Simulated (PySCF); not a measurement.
**Working with the constants of TeH⁻**

RHF-CCSD(T) constants of TeH⁻, ¹Σ⁺ (singlet), closed shell (PySCF, scalar-relativistic core potentials, basis sets Te def2-SVPD with ECP28, H def2-SVPD; masses 129.9062 and 1.0078 u):

```
ωe   : 2044.7 cm⁻¹
ωexe : 39.0 cm⁻¹
Be   : 6.0089 cm⁻¹
αe   : 0.169 cm⁻¹
```

**Question.** What force constant and bond length do these constants imply?

**Answer.** Reduced mass μred = 1.0001 u; k = 5.8918×10⁻⁷·μred·ωe² (u, cm⁻¹, mdyn/Å) = 2.46 mdyn/Å; Re = √(16.8576/(μred·Be)) (u, cm⁻¹, Å) = 1.675 Å.

**Question.** Estimate the centrifugal constant D from the Kratzer relation and find the Dunham coefficient a1.

**Answer.** D = 4Be³/ωe² = 0.000208 cm⁻¹; a1 = −1 − αeωe/(6Be²) = -2.60.

Correlated steps freeze 4 core orbitals. These are scalar-relativistic numbers at best; spin–orbit coupling would shift them, the dissociation energy most.
